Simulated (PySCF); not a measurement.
BrOCl₃, singlet: molecular constants

All numbers come from B3LYP in PySCF with Br def2-SVP, O def2-SVP, Cl def2-SVP; no relativity; density-fitted integrals.

The structure is a higher-order saddle point with 2 imaginary modes.

```xyz
5
charge 0 multiplicity 1, angstrom
Br    0.0000   -0.3791    0.0000
O     0.0000   -2.0347    0.0000
Cl    2.3902   -0.2098    0.0000
Cl    0.0000    2.2062    0.0000
Cl   -2.3902   -0.2098    0.0000
```

| Property | Result |
| --- | --- |
| Point group | C2v |
| Bond lengths | Br–Cl 2.396 Å (×2), Br–Cl 2.585 Å, Br–O 1.656 Å |
| Bond angles | Cl–Br–Cl 85.9° (×2), Cl–Br–Cl 171.9°, Cl–Br–O 94.1° (×2), Cl–Br–O 180.0° |
| Principal polarisabilities | 25.7, 102.0, 130.3 bohr³ |
| Principal quadrupole moments (Buckingham, traceless) about the centre of mass | -6.92, -1.69, 8.61 D Å |
| Zero-point energy (real modes) | 12.8 kJ/mol |
| Dipole moment | 0.71 D |
| Atomisation energy without zero-point energy | 335 kJ/mol |
| Highest occupied level | -8.32 eV |
| Rotational constants | 0.0672, 0.04219, 0.02592 cm⁻¹ |
| Lowest empty level | -7.27 eV |

Harmonic modes (masses in u: Br 78.918, O 15.995, Cl 34.969):
```json
{"symmetry": "b1", "ω (cm⁻¹)": "300i", "IR (km/mol)": "–", "type": "bend"}
{"symmetry": "b1", "ω (cm⁻¹)": "54i", "IR (km/mol)": "–", "type": "bend"}
{"symmetry": "b2", "ω (cm⁻¹)": "136", "IR (km/mol)": "0.0", "type": "bend"}
{"symmetry": "a1", "ω (cm⁻¹)": "145", "IR (km/mol)": "0.1", "type": "bend"}
{"symmetry": "a1", "ω (cm⁻¹)": "203", "IR (km/mol)": "5.4", "type": "stretch"}
{"symmetry": "a1", "ω (cm⁻¹)": "253", "IR (km/mol)": "0.0", "type": "stretch"}
{"symmetry": "b2", "ω (cm⁻¹)": "275", "IR (km/mol)": "25.1", "type": "mixed"}
{"symmetry": "b2", "ω (cm⁻¹)": "327", "IR (km/mol)": "86.5", "type": "mixed"}
{"symmetry": "a1", "ω (cm⁻¹)": "808", "IR (km/mol)": "37.4", "type": "stretch"}
```

In C2v the vibrations span 2b1 + 3b2 + 4a1. Here b1 is antisymmetric to the molecular plane and b2 lies in it.

Charges (e):
```tsv
atom	Mulliken	Löwdin	polar tensor	Mayer order to Br1
Br1	0.86	0.80	1.36	–
O2	-0.33	-0.33	-0.41	1.36
Cl3,5	-0.16	-0.14	-0.37	0.67
Cl4	-0.22	-0.20	-0.22	0.60
```
Other Mayer orders above 0.3: O–Cl 0.35.

Mulliken populations on Br1: s 7.97, p 15.82, d 10.35.

Only a few start shapes were tried, so a lower isomer may exist. At this level a singlet minimum of Cs symmetry lies 106 kJ/mol below this structure. The small gap makes a closed-shell description doubtful.

The final relaxation and frequency run took roughly 2.5 core-minutes on a shared host.
